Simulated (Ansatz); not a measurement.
`[CH3][GeH2][S]S` and `C[S][GeH2][CH3]` differ in one atom or group.

Ansatz, PBE0-D4/def2-TZVP geometries, multiplicity 1. Each molecule was computed in one conformer, which needn't be the lowest.

Scalar relativity is left out up to krypton.

| property | `[CH3][GeH2][S]S` |
| --- | --- |
| LUMO energy (B3LYP/def2-TZVPP) / eV | -1.12 |
| LUMO energy (ωB97M-V/def2-TZVPP) / eV | 1.17 |
| HOMO energy (PBE0/def2-TZVPP) / eV | -7.03 |
| size of the dipole moment (ωB97M-V/def2-TZVPP) / D | 2.19 |
| HOMO–LUMO gap (B3LYP/def2-TZVPP) / eV | 5.68 |
| HOMO energy (B3LYP/def2-TZVPP) / eV | -6.80 |

Question: What does the change do to each property? (An estimate is asked.)

Answer: Computed: 
```tsv
property	`C[S][GeH2][CH3]`	shift
LUMO energy (B3LYP/def2-TZVPP) / eV	0.22	1.34
LUMO energy (ωB97M-V/def2-TZVPP) / eV	2.23	1.06
HOMO energy (PBE0/def2-TZVPP) / eV	-6.61	0.42
size of the dipole moment (ωB97M-V/def2-TZVPP) / D	1.85	-0.34
HOMO–LUMO gap (B3LYP/def2-TZVPP) / eV	6.60	0.92
HOMO energy (B3LYP/def2-TZVPP) / eV	-6.38	0.42
```

With PBE0 the HOMO rises by 0.42 eV and the LUMO rises by 1.38 eV, so the gap widens by about 0.96 eV. PBE moves the HOMO by 0.46 eV and ωB97M-V by 0.33 eV. The zero-point energy changes by 72.6 kJ/mol with +6 modes. Dipoles are sizes alone; their direction can turn.

Positive LUMOs are unbound, so they and the gaps depend on the basis.

B3LYP here is the variant with VWN-RPA as its local correlation; programs differ in this.
